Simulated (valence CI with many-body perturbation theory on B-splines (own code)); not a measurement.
**Questions on Zn X**

Computed by valence CI with perturbative core correlation (CI+MBPT): three valence electrons over a frozen Dirac-Fock core [Ar], a basis of 7 s, 7 p, 8 d, 6 f, 4 g, 1 h functions for each j, with the one-electron correlation potential Σ1, the two-electron term Σ2, the three-electron term Σ3, Breit, model QED; selected CI, second order for the rest, scaled by the run's own slope (own B-spline code, finite nucleus).

No measured spectrum was set against this ion. As an estimate, terms of the open shell hold to 2 to 4 % of their energy, and close levels can change places. Excitations out of the core, of the other parity, are not computed and may begin above about 57 eV (a cautious bound); beyond it only levels of the ground parity were kept, without lifetimes.

Rates and lifetimes use the calculated energies. Strong lines usually hold to 10 to 20 %, long lifetimes can be off by a factor of two.

**Question.** What is the ground level?

**Answer.** 3d3 4F_3/2, composition 99 % 3d3 4F, g = 0.401.

**Question.** What is the ionisation energy?

**Answer.** 237.91 eV; NIST lists 238 ± 2.2 eV (theoretical).

**Question.** How is the term 4F of the ground level split?

**Answer.** J = 3/2 at 0.00, J = 5/2 at 0.20, J = 7/2 at 0.45, J = 9/2 at 0.74 eV.

**Question.** How well does LS coupling describe the low levels?

**Answer.** Among the lowest 20 levels the leading LS term, summed over configurations, holds 93 % on average. For single configurations the figures are 93 % in LS and 65 % in jj coupling. Terms mix most in the J = 3/2 level at 4.91 eV, where the leading one holds 52 %.
